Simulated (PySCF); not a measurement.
C3H9O3Si, SMILES CO[Si](OC)OC (connectivity only; charge and spin as stated), charge +1, multiplicity 1.

Coordinates come from a B3LYP-D3(BJ)/def2-SVP optimisation. The spin state was assumed, not searched. The isomer is the one that the SMILES or the coordinates give; other isomers of the formula were not compared. Other conformers were not sampled.

Calculation: TDA-B3LYP/def2-SVPD (PySCF).

Vertical excitations; the highest root listed may be one member of a degenerate set. Gas-phase values at a fixed geometry. State labels are in the subgroup Cs.

Problem. List the lowest excited states. (Estimate from the structure and the level; the computed values follow.)

Solution. 
| state | symmetry | energy (eV) | λ (nm) | f | main pairs |
|---|---|---|---|---|---|
| S1 | A" | 6.20 | 200 | 0.000 | HOMO→LUMO (degenerate set) |
| S2 | A" | 6.20 | 200 | 0.000 | HOMO−1→LUMO (degenerate set) |
| S3 | A' | 6.75 | 184 | 0.000 | HOMO−2→LUMO 98 % |
| S4 | A' | 6.80 | 182 | 0.007 | HOMO−3→LUMO, HOMO−4→LUMO (degenerate set) |
| S5 | A' | 6.80 | 182 | 0.007 | HOMO−4→LUMO, HOMO−3→LUMO (degenerate set) |
| S6 | A" | 7.41 | 167 | 0.025 | HOMO−5→LUMO 87 % |
| T1 | A" | 5.91 | 210 | 0 | HOMO→LUMO (degenerate set) |
| T2 | A" | 5.91 | 210 | 0 | HOMO−1→LUMO (degenerate set) |
Triplets are in the Tamm–Dancoff approximation.
